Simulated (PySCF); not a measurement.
2,4-difluoropyridine, C5H3F2N.
Atom-mapped SMILES: `[F:1][c:2]1[cH:3][cH:4][n:5][c:6]([F:7])[cH:8]1` (hydrogens: H9 on C3; H10 on C4; H11 on C8)

Computed with PySCF at CAM-B3LYP/def2-SVPD, non-relativistic, on one gas-phase PBE0-D3(BJ)/def2-SVP geometry that isn't relaxed in the solvent. The solvent is an IEF-PCM continuum (van der Waals radii × 1.2), and excitations are vertical TDDFT with non-equilibrium linear response and a frozen core. Specific hydrogen bonds and non-electrostatic terms are outside this model.

| run | E − E(gas) (kcal/mol) | HOMO (eV) | HOMO–LUMO gap (eV) | dipole (D) | lowest singlet (eV) | static polarisability (au) |
| --- | --- | --- | --- | --- | --- | --- |
| gas | 0.00 | -9.29 | 9.15 | 2.09 | 5.66 | 62.5 |
| P | -4.80 | -9.11 | 9.16 | 2.90 | 5.64 | 84.8 |
| Q | -3.41 | -9.15 | 9.16 | 2.64 | 5.64 | 77.6 |

Question: The runs were made in chloroform and dimethylsulfoxide. Which run belongs to which solvent?

Answer: P = dimethylsulfoxide, Q = chloroform. The dielectric constants are 4.711 (chloroform), 46.83 (dimethylsulfoxide), and the energy falls further as ε rises. The optical constants n² used for the excitations are 2.09, 2.19 in the same order. In this model the ground state sees the solvent through ε alone.

Question: How constant is the ratio of the lowering to (ε − 1)/(2ε + 1)?

Answer: 
| solvent | (ε − 1)/(2ε + 1) | E − E(gas) (kcal/mol) | ratio (kcal/mol) | polarisation term (kcal/mol) |
| --- | --- | --- | --- | --- |
| chloroform | 0.356 | -3.41 | -9.6 | -3.87 |
| dimethylsulfoxide | 0.484 | -4.80 | -9.9 | -5.77 |

The ratio changes by +3.7 % in size from chloroform to dimethylsulfoxide. The polarisation term is half the interaction of the solute with the induced surface charges.
